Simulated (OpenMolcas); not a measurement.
## Pm3+: moving the ligands

Pm3+ with its 6 nearest fluoride ions at 2.244 Å, on the Y site of Cs2NaYF6 (a = 9.075 Å, distance in the model lattice 2.178 Å). The rest of the host is ab initio model potentials to 7.6 Å, with orthogonalisation functions on the cations behind the ligands, and point charges beyond; the distance is set by hand and nothing relaxes. Ligand basis ANO-RCC-VDZP.

```yaml
Program: OpenMolcas 26.06
Method: CASSCF
Basis: ANO-RCC-VDZP [7s6p4d2f1g]
Scalar_Hamiltonian: DKH2, point nucleus
Active_space: 4 electrons in 7 orbitals (4f)
State_averaging: 2S+1 = 5 even, 35 roots (32 in the spin-orbit step); 2S+1 = 3 even, 117 roots kept (CI in the orbitals of an earlier block, 106 in the spin-orbit step); 2S+1 = 1 even, 75 roots kept (CI in the orbitals of an earlier block, 31 in the spin-orbit step)
Spin-orbit_coupling: RASSI with atomic mean-field integrals over the reference wave functions
```

Runs around this geometry, states (labels of O, the rotations of Oh). Energies in cm-1 above the lowest state or level, χT in cm3 K/mol; under a threefold ground state the first gap can be a small split of the lowest multiplet, not the spin-orbit step.

```csv
R (Å),Ground state,First state of that spin,First gap with spin-orbit (degeneracies),Width of lowest J,χT at 300 K
2.178,5T2,5A1 28.6,"409.6 (3, 3)",441,0.842
2.244,5T2,5A1 27.7,"345.8 (3, 1)",379,0.877
2.28,5T2,5A1 26.4,"315.5 (3, 1)",349,0.894
```

Taking the width of the lowest J multiplet as R^-n, n = -ln(349 / 441) / ln(2.28 / 2.178) = 5.1 between the shortest and longest distance.

High states are left out of the spin-orbit mixing, which shifts the levels that they would mix with. Without dynamic correlation the ligand-field splitting of an f shell can come out too small, at times by half. No measured value stands beside these numbers; the geometry was set by hand and not optimised.
